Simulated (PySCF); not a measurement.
W(O)(S)(Br)(SH) (BrHOS2W), SMILES [SH][W](=[O])([Br])=[S], multiplicity 1. Coordinates come from a PBE-D3(BJ)/def2-SVP optimisation. The multiplicity is an assumed one; other spin states were not compared. The def2 effective core potentials stand for the cores of W; spin–orbit coupling is left out. Other conformers were not sampled.

All values below come from PBE-D3(BJ)/def2-SVP (PySCF).

Harmonic wavenumbers (cm⁻¹): 93, 112, 124, 194, 241, 285, 297, 388, 531, 625, 976, 2578. Rotational constants (GHz): 1.641, 0.8594, 0.7271; symmetry number 1.

Q: Work out the zero-point energy and the ideal-gas rigid-rotor harmonic-oscillator thermochemistry at 298.15 K and 1 atm.

A: ZPE = ½ Σ hcν = ½ × 6444 cm⁻¹ = 9.21 kcal/mol. H − E(el) = 14.59 kcal/mol. Entropy in cal/(mol K): translation 43.41, rotation 30.13, vibration 18.89, total 92.43. G − E(el) = -12.97 kcal/mol. Cp = 24.84 cal/(mol K). Modes under 150 cm⁻¹ make the vibrational entropy uncertain.
